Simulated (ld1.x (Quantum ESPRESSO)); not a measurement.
**Configuration tests for phosphorus (TM)**

```json
{
  "Element": "P",
  "Generator": "ld1.x (Quantum ESPRESSO) 7.5",
  "Type": "norm-conserving Troullier–Martins (Kleinman–Bylander form)",
  "Functional": "PBEsol",
  "Relativity": "scalar-relativistic",
  "Frozen core": "[Ne]",
  "Valence charge": "5",
  "Reference configuration": "3s2 3p3",
  "Partial waves": "3p (bound): rc 1.50 bohr; 3d channel at 0.35 Ry: rc 1.60 bohr; 3s (bound): rc 1.70 bohr",
  "Local potential": "the s channel",
  "Core correction": "none"
}
```

Energies are relative to the spin-unpolarised reference configuration 3s2 3p3; without spin polarisation the order of configurations can differ from experiment.

```tsv
valence configuration	charge	ΔE all-electron (eV)	error AE − PS (meV)
3s2 3p2	+1	9.698	+2.9
3s2 3p0	+3	58.515	+77
3s0 3p5	0	17.152	+5.9
3s1 3p0	+4	110.428	+230
3s1 3p3	+1	18.793	+8.3
```

(1) What are ΔE and the potential's error for 3s2 3p1?

(2) What are ΔE and the potential's error for 3s2 3p3.3?

Results:

(1) ΔE = 28.810 eV all-electron; the error (AE − PS) is +22 meV.

(2) ΔE = -1.299 eV all-electron; the error (AE − PS) is +0.2 meV.

ld1.x printed “convergence not achieved” for 4 of the counted tests; their residual had stalled under 1e-8, short of the target of 1e-14.
